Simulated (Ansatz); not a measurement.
Species: C$_{4}$H$_{4}$N$_{2}$, charge 0, singlet. C4H4N2 (pyrimidine, SMILES c1cncnc1).
B3LYP-D3(BJ)/def2-TZVP minimum from Ansatz (a quantum-chemistry and plane-wave program):
```xyz
10

C     -1.3467     0.0851     0.0034
C     -0.6939    -1.1388    -0.0198
N      0.6354    -1.2334    -0.0234
C      1.3050    -0.0825    -0.0033
N      0.7857     1.1436     0.0198
C     -0.5450     1.2171     0.0229
H     -2.4257     0.1533     0.0062
H     -1.2483    -2.0713    -0.0360
H      2.3875    -0.1509    -0.0061
H     -0.9774     2.2120     0.0417
```
Charge 0, spin multiplicity 1.

Total energies in cc-pVDZ, 30 correlated electrons, 6 frozen orbitals. Radicals and triplets start from unrestricted determinants; spin-orbit coupling is neglected. Correlated methods leave the cores frozen. No relativity. The restricted determinant of C4H4N2 (c1cncnc1, singlet) is unstable towards broken spin symmetry in at least one set run.

```tsv
method	program	energy (Eh)	minus CCSDT(Q) (mEh)
HF	Ansatz	-262.71404	898.60
MP2	Ansatz	-263.54346	69.19
CCSD	Ansatz	-263.57144	41.21
CCSD(T)	Ansatz	-263.60953	3.12
UCCSD(T)	Ansatz	-263.60772	4.93
CCSDT(Q)	Ansatz	-263.61265	0.00
```

Rough core times of Ansatz's runs on a shared machine: CCSD(T) 30 s, UCCSD(T) 2 min, CCSDT(Q) 60 min.
